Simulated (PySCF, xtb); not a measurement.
C3H5FOSi, SMILES C#C[Si@H](F)CO. Other conformers were not sampled.

Harmonic wavenumbers (cm⁻¹) from GFN2-xTB (xtb) at its own minimum, in rising order: 51, 96, 142, 159, 261, 290, 313, 360, 608, 620, 646, 685, 689, 744, 787, 818, 1056, 1118, 1271, 1331, 1465, 2206, 2347, 2862, 2977, 3356, 3555.

**Question.** What does PBE-D3(BJ)/def2-SVP (PySCF) give at its own minimum? (The exact figures need the calculation; the answer reports its results.)

**Answer.** 84, 110, 148, 163, 278, 331, 358, 420, 591, 677, 693, 718, 730, 797, 832, 882, 1028, 1117, 1232, 1340, 1398, 2081, 2211, 2919, 3029, 3386, 3653. Paired by order, the mean absolute difference is 45 cm⁻¹ and the zero-point energies are 44.1 and 44.6 kcal/mol.
